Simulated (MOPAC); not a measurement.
A run for MOPAC: AM1 on CH5NOSn (SMILES C[O][Sn][NH2]), a point of a torsion scan.

```
AM1 1SCF PRECISE CHARGE=0 THREADS=1
CH5NOSn

C     -1.86298432 1    -0.21935282 1     0.14119630 1
O     -0.50586092 1    -0.51428414 1     0.28099602 1
Sn     0.82536517 1    -1.19031941 1     1.70623858 1
N      2.37207911 1    -0.96909302 1     0.39867674 1
H     -2.02449377 1     0.86018135 1     0.21915724 1
H     -2.48945683 1    -0.71620155 1     0.88933491 1
H     -2.19176034 1    -0.54596509 1    -0.84975793 1
H      2.21301522 1    -0.62274712 1    -0.53900144 1
H      3.36025248 1    -1.15036334 1     0.50868092 1
```

It printed:

```
*******************************************************************************
 **                                                                           **
 **                              MOPAC v23.2.5                                **
 **                                                                           **
 *******************************************************************************
 ** MOPAC's Digital Object Identifier: https://doi.org/10.5281/zenodo.6511958 **
 **                                                                           **
 ** Please cite the open-source release paper for use of this MOPAC version:  **
 ** J. E. Moussa and J. J. P. Stewart (2026)                                  **
 ** MOPAC: An open-source semiempirical molecular orbital program             **
 ** J. Open Source Softw., 11(119), 8025, https://doi.org/10.21105/joss.08025 **
 *******************************************************************************

                              AM1 CALCULATION RESULTS

 *******************************************************************************
 *  AM1        - The AM1 Hamiltonian to be used
 *
 *
 *
 *                 CHARGE ON SYSTEM = 0
 *
 *
 *
 *  PRECISE    - TIGHTER CRITERIA TO BE USED
 *  1SCF       - DO 1 SCF AND THEN STOP
 *  THREADS=1  - MULTI-THREADING NOT USED
 *  T=         - A TIME OF 172800.0 SECONDS REQUESTED
 *  DUMP=N     - RESTART FILE WRITTEN EVERY 7200.0 SECONDS REQUESTED
 *******************************************************************************
AM1 1SCF PRECISE CHARGE=0 THREADS=1
 CH5NOSn

   ATOM   CHEMICAL          X               Y               Z
  NUMBER   SYMBOL      (ANGSTROMS)     (ANGSTROMS)     (ANGSTROMS)

     1       C         -1.86298432  *  -0.21935282  *   0.14119630  *
     2       O         -0.50586092  *  -0.51428414  *   0.28099602  *
     3      Sn          0.82536517  *  -1.19031941  *   1.70623858  *
     4       N          2.37207911  *  -0.96909302  *   0.39867674  *
     5       H         -2.02449377  *   0.86018135  *   0.21915724  *
     6       H         -2.48945683  *  -0.71620155  *   0.88933491  *
     7       H         -2.19176034  *  -0.54596509  *  -0.84975793  *
     8       H          2.21301522  *  -0.62274712  *  -0.53900144  *
     9       H          3.36025248  *  -1.15036334  *   0.50868092  *



          CARTESIAN COORDINATES

    NO.       ATOM           X           Y           Z

     1         C         -1.8630     -0.2194      0.1412
     2         O         -0.5059     -0.5143      0.2810
     3        Sn          0.8254     -1.1903      1.7062
     4         N          2.3721     -0.9691      0.3987
     5         H         -2.0245      0.8602      0.2192
     6         H         -2.4895     -0.7162      0.8893
     7         H         -2.1918     -0.5460     -0.8498
     8         H          2.2130     -0.6227     -0.5390
     9         H          3.3603     -1.1504      0.5087

  H: (AM1): M.J.S. DEWAR ET AL, J. AM. CHEM. SOC. 107 3902-3909 (1985)
  C: (AM1): M.J.S. DEWAR ET AL, J. AM. CHEM. SOC. 107 3902-3909 (1985)
  N: (AM1): M.J.S. DEWAR ET AL, J. AM. CHEM. SOC. 107 3902-3909 (1985)
  O: (AM1): M.J.S. DEWAR ET AL, J. AM. CHEM. SOC. 107 3902-3909 (1985)
 Sn: (AM1): J. J. P. STEWART, J. MOL. MOD., 10, 155-164 (2004)

           Empirical Formula: C H5 N O Sn  =     9 atoms



      MOLECULAR POINT GROUP   :   C1


      RHF CALCULATION, NO. OF DOUBLY OCCUPIED LEVELS = 12


 -------------------------------------------------------------------------------
 AM1 1SCF PRECISE CHARGE=0 THREADS=1
 CH5NOSn



     1SCF WAS SPECIFIED, SO BFGS WAS NOT USED
     SCF FIELD WAS ACHIEVED


                              AM1 CALCULATION
                                                       MOPAC v23.2.5 Linux




          FINAL HEAT OF FORMATION =        -41.07129 KCAL/MOL =    -171.84230 KJ/MOL


          COSMO AREA              =        128.65 SQUARE ANGSTROMS
          COSMO VOLUME            =        117.22 CUBIC ANGSTROMS

          IONIZATION POTENTIAL    =          8.371631 EV
          HOMO LUMO ENERGIES (EV) =         -8.372  0.437
          NO. OF FILLED LEVELS    =         12
          MOLECULAR WEIGHT        =        165.7466         POINT GROUP:  C1

          MOLECULAR DIMENSIONS (Angstroms)

            Atom       Atom       Distance
            H     9    H     6     5.87814
           Sn     3    H     7     2.78036
            H     5    H     7     1.55996


          SCF CALCULATIONS        =          1





   ATOM   CHEMICAL          X               Y               Z
  NUMBER   SYMBOL      (ANGSTROMS)     (ANGSTROMS)     (ANGSTROMS)

     1       C         -1.86298432  *  -0.21935282  *   0.14119630  *
     2       O         -0.50586092  *  -0.51428414  *   0.28099602  *
     3      Sn          0.82536517  *  -1.19031941  *   1.70623858  *
     4       N          2.37207911  *  -0.96909302  *   0.39867674  *
     5       H         -2.02449377  *   0.86018135  *   0.21915724  *
     6       H         -2.48945683  *  -0.71620155  *   0.88933491  *
     7       H         -2.19176034  *  -0.54596509  *  -0.84975793  *
     8       H          2.21301522  *  -0.62274712  *  -0.53900144  *
     9       H          3.36025248  *  -1.15036334  *   0.50868092  *

                             CARTESIAN COORDINATES

   1    C       -1.862984320    -0.219352820     0.141196300
   2    O       -0.505860920    -0.514284140     0.280996020
   3   Sn        0.825365170    -1.190319410     1.706238580
   4    N        2.372079110    -0.969093020     0.398676740
   5    H       -2.024493770     0.860181350     0.219157240
   6    H       -2.489456830    -0.716201550     0.889334910
   7    H       -2.191760340    -0.545965090    -0.849757930
   8    H        2.213015220    -0.622747120    -0.539001440
   9    H        3.360252480    -1.150363340     0.508680920


           Empirical Formula: C H5 N O Sn  =     9 atoms



      MOLECULAR POINT GROUP   :   C1


                  EIGENVALUES
 -35.54288 -30.84084 -25.76398 -15.98757 -14.88528 -14.25700 -14.19291 -13.43641
 -10.26380  -9.77081  -9.00420  -8.37163   0.43704   1.37011   2.11240   5.31690
   5.47984   5.68743   6.13386   6.92361   7.24299


              NET ATOMIC CHARGES AND DIPOLE CONTRIBUTIONS

  ATOM NO.   TYPE          CHARGE      No. of ELECS.   s-Pop       p-Pop
    1          C           0.053906        3.9461     1.20396     2.74213
    2          O          -0.741883        6.7419     1.83823     4.90366
    3         Sn           1.104007        2.8960     1.89635     0.99965
    4          N          -0.767184        5.7672     1.56993     4.19725
    5          H           0.022688        0.9773     0.97731
    6          H           0.006698        0.9933     0.99330
    7          H           0.032779        0.9672     0.96722
    8          H           0.143879        0.8561     0.85612
    9          H           0.145110        0.8549     0.85489
 DIPOLE           X         Y         Z       TOTAL
 POINT-CHG.     0.182    -2.213     6.515     6.883
 HYBRID         0.768     1.304    -4.111     4.380
 SUM            0.950    -0.909     2.404     2.740


          ATOMIC ORBITAL ELECTRON POPULATIONS

     Atom    s        px        py        pz
    1  C   1.20396   0.82216   0.95543   0.96454
    2  O   1.83823   1.23811   1.83662   1.82893
    3 Sn   1.89635   0.31199   0.28454   0.40312
    4  N   1.56993   1.19189   1.73944   1.26592
    5  H   0.97731
    6  H   0.99330
    7  H   0.96722
    8  H   0.85612
    9  H   0.85489

 **********************
 *                    *
 * JOB ENDED NORMALLY *
 *                    *
 **********************




 == MOPAC DONE ==
```

The run finished.

Cost: around 0.03 core-seconds (rough).
